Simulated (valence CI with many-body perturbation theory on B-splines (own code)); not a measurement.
Sensitivity of CI+MBPT for Pm XXI

Computed by relativistic CI+MBPT: five valence electrons over a frozen Dirac-Fock core [Kr], radial functions for each j: 6 s, 6 p, 5 d, 5 f, 1 g, with the one-electron correlation potential Σ1, the two-electron term Σ2, the three-electron term Σ3, Breit, model QED; selected CI, second order for the rest, scaled by the run's own slope (own B-spline code, finite nucleus).

No measured levels were compared; by estimate terms of the open shell hold to 2 to 4 % of their energy, and close levels can change places. Among the levels kept, up to 420 cm⁻¹ of a level comes from second order outside the variational space, and about a tenth of that is noise between levels of different J, which matters for small intervals. Only levels of the ground parity were solved; by the run's estimate the other parity begins above the list, which can be wrong where configurations are misplaced.

The reference run has the lowest level (4d3/2^4 4d5/2) J=5/2 [a] and an ionisation energy of 609.602 eV. Its largest variational space holds 9990 state functions.

Levels are named by their leading jj configuration (3d3/2^4 stands for four electrons in 3d with j = 3/2), which in mixed levels can hold well under half, so a name can repeat and another be missing. Letters in brackets count levels of one name in rising energy.

Changed runs:
A. Davidson tolerance 2e-05 → 0.0003; box radius (bohr) 7.1109 → 4.38
B. core polarisation of operators on → off
C. highest l with Σ1, explicit Σ2 and valence Breit (higher l get mean screening factors) 3 → 1
D. scale of Σ1 1 → 0 (bad on purpose)

Excitation energies of the reference run in cm⁻¹, and shifts in cm⁻¹:

```csv
Level,Reference,A,B,C,D
(4d3/2^4 4d5/2) J=5/2 [b],36794,+0.4,0,+399,+15
(4d3/2^3 4d5/2^2) J=7/2 [a],58031,+0.5,0,+512,-176
(4d3/2^3 4d5/2^2) J=3/2 [a],60469,-0.1,0,-803,-148
(4d3/2^3 4d5/2^2) J=11/2,62375,+0.4,0,+1716,-211
(4d3/2^3 4d5/2^2) J=9/2,67368,+0.5,0,+728,-258
(4d3/2^3 4d5/2^2) J=5/2 [a],67644,+0.5,0,-176,-310
(4d3/2^3 4d5/2^2) J=1/2,73154,+0.5,0,-1473,-253
(4d3/2^3 4d5/2^2) J=7/2 [b],83943,+0.6,0,-410,-317
(4d3/2^3 4d5/2^2) J=5/2 [b],88925,+0.6,0,-778,-377
(4d3/2^2 4d5/2^3) J=7/2 [a],96827,+0.6,0,-393,-437
(4d3/2^2 4d5/2^3) J=11/2,98826,+0.5,0,+2030,-558
(4d3/2^3 4d5/2^2) J=3/2 [b],102344,0,0,-1615,-374
Ionisation energy (eV),609.602,+0.00089,0,+1.314,-2.253
```

No effect on these energies: B.
